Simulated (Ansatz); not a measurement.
Species: BI, net charge 0, singlet state. 
Coordinates optimised at B3LYP-D3(BJ)/def2-TZVP (Ansatz, a first-principles code):
```
B
I 1 2.1421
```

Basis-set convergence of Hartree-Fock and CCSD(T) correlation energies (hartree) with Ansatz. Correlated levels leave the core frozen unless marked. Spin-orbit coupling is left out. Frozen are the shells of the preceding noble gas and the d and f shells that filled before the atom's block. In def2 rows, elements after Kr have scalar-relativistic effective core potentials.

The Hartree-Fock reference is unstable (checked in the largest basis), which strains HF and MP2. 

```json
[
 {"basis": "def2-SVPD", "functions": "55", "E(HF)": "-321.23369", "E(corr, CCSD(T))": "-0.20097"},
 {"basis": "def2-TZVPPD", "functions": "96", "E(HF)": "-321.27268", "E(corr, CCSD(T))": "-0.25147"},
 {"basis": "def2-QZVPPD", "functions": "154", "E(HF)": "-321.27444", "E(corr, CCSD(T))": "-0.27406"}
]
```

Extrapolating the two largest sets (X = 3 and 4) as X^-3: E(corr) = (64·(-0.27406) - 27·(-0.25147))/37 = -0.2905 Eh, an estimate of the basis-set limit. The largest set recovers 94.3 % of it, the smallest 69.2 %.
